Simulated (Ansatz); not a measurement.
System: sum formula HSiO, charge 0, multiplicity 2. It need not be the lowest isomer of its formula. 
Coordinates optimised at B3LYP-D3(BJ)/def2-TZVP (Ansatz, a program for electronic structure):
```
Si
O 1 1.5293
H 1 1.5278 2 117.75
```
Charge 0, spin multiplicity 2.

Basis-set convergence of Hartree-Fock and CCSD(T) correlation energies (hartree) with Ansatz. Valence correlation only, unless marked. Open shells are spin-unrestricted. No spin-orbit coupling. No relativistic terms.

```tsv
basis	functions	E(HF)	E(corr, CCSD(T))
cc-pV(D+d)Z	42	-364.32749	-0.29521
cc-pV(T+d)Z	83	-364.37268	-0.36373
cc-pV(Q+d)Z	149	-364.38275	-0.38760
```

Extrapolating the two largest sets (X = 3 and 4) as X^-3: E(corr) = (64·(-0.38760) - 27·(-0.36373))/37 = -0.4050 Eh, an estimate of the basis-set limit. The largest set recovers 95.7 % of it, the smallest 72.9 %.
